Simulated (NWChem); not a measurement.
Species: CH4BeOS; SMILES C[S][Be][OH]

Results from NWChem. Pople sets run with spherical d functions. B3LYP is NWChem's, with the RPA form of VWN correlation. Each level has its own optimisation; frequencies are unscaled. One conformer.

```json
[
 {"level": "BLYP/def2-SVP", "r Be–O (Å)": "1.425", "r Be–S (Å)": "1.911", "r H–O (Å)": "0.968", "r C–S (Å)": "1.871", "highest harmonic frequency (cm⁻¹)": "3845", "lowest (cm⁻¹)": "67", "zero-point energy (kcal/mol)": "32.7", "dipole (D)": "2.06"},
 {"level": "Hartree-Fock/STO-3G", "r Be–O (Å)": "1.305", "r Be–S (Å)": "1.870", "r H–O (Å)": "0.960", "r C–S (Å)": "1.809", "highest harmonic frequency (cm⁻¹)": "4579", "lowest (cm⁻¹)": "118", "zero-point energy (kcal/mol)": "40.5", "dipole (D)": "2.55"},
 {"level": "LDA (Slater exchange, VWN5)/def2-SVP", "r Be–O (Å)": "1.403", "r Be–S (Å)": "1.892", "r H–O (Å)": "0.964", "r C–S (Å)": "1.826", "highest harmonic frequency (cm⁻¹)": "3945", "lowest (cm⁻¹)": "61", "zero-point energy (kcal/mol)": "32.8", "dipole (D)": "2.25"},
 {"level": "B3LYP/6-31G*", "r Be–O (Å)": "1.420", "r Be–S (Å)": "1.910", "r H–O (Å)": "0.961", "r C–S (Å)": "1.856", "highest harmonic frequency (cm⁻¹)": "3886", "lowest (cm⁻¹)": "70", "zero-point energy (kcal/mol)": "33.9", "dipole (D)": "2.22"}
]
```
